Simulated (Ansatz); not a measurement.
Basis-set extrapolation for `[BH3-][P+](CC)(CC)CC` (PBE0-D4/def2-TZVP geometry, frozen core, Ansatz). Multiplicity 1, RHF reference.

```tsv
	def2-TZVPP	def2-QZVPP
HF	-603.223542	-603.246361
MP2 correlation	-1.364727	-1.450411
CCSD(T) correlation	-1.522345	not run
```

Energies in hartree. Use E(X) = E(∞) + A·exp(−7.88·√X) for Hartree–Fock and E(X) = E(∞) + B·X^(−2.97) for correlation, with X = 3 and 4, and add CCSD(T) minus MP2 of the smaller set to the MP2 limit.

What is the CCSD(T) energy at the basis-set limit?

HF limit: -603.246361 + (-0.022819) × 0.13774 = -603.24950. MP2 limit: -1.450411 + (-0.085684) × 0.74074 = -1.51388. Higher-order term: -1.522345 − (-1.364727) = -0.15762. Total: -604.92100 hartree, 459.8 kJ/mol below CCSD(T)/def2-TZVPP.
